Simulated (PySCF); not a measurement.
All of these have the formula C2H6O2Si. Method: TDDFT PBE0/def2-SVPD, vertical, gas phase, core orbitals frozen in the response in PySCF. Geometries: PBE0-D3(BJ)/def2-SVP; one conformer of each isolated species. Triplets are in the Tamm–Dancoff approximation.

A. `CC(=O)O[SiH3]`
B. `[SiH2](OC)C=O`
C. `COC(=O)[SiH3]`

Lowest singlet levels (six at most, fewer where fewer were computed) with oscillator strengths:

1. 3.22 eV (f 0.001); 5.65 eV (f 0.008); 6.01 eV (f 0.011); 6.38 eV (f 0.001); 6.71 eV (f 0.014); 7.06 eV (f 0.002); T1 2.48 eV
2. 5.11 eV (f 0.004); 7.15 eV (f 0.004); 7.35 eV (f 0.052); 7.60 eV (f 0.134); 7.63 eV (f 0.025); 7.79 eV (f 0.033); T1 4.41 eV
3. 5.86 eV (f 0.001); 7.22 eV (f 0.034); 7.87 eV (f 0.002); 7.89 eV (f 0.032); 8.11 eV (f 0.002); 8.13 eV (f 0.067); T1 5.32 eV

Question: Which spectrum belongs to which structure?

Answer: 1 = B, 2 = C, 3 = A.
- A: S1 at 5.86 eV, HOMO→LUMO (98%); S1 has the pattern of n→π* at C=O; HOMO -8.34 and LUMO -0.14 eV; point group Cs.
- B: S1 at 3.22 eV, HOMO→LUMO (98%); Löwdin shares by element: HOMO oxygen 51% or more, carbon 22% or more, silicon 11%, hydrogen 10% or more; LUMO carbon 42% or more, oxygen 34% or more, silicon 12%, hydrogen 6% or more; HOMO -7.21 and LUMO -1.76 eV.
- C: S1 at 5.11 eV, HOMO→LUMO (97%); Löwdin shares by element: HOMO oxygen 65%, carbon 14% or more, silicon 12%; LUMO oxygen 39%, carbon 33% or more, silicon 17%; HOMO -7.92 and LUMO -0.75 eV.
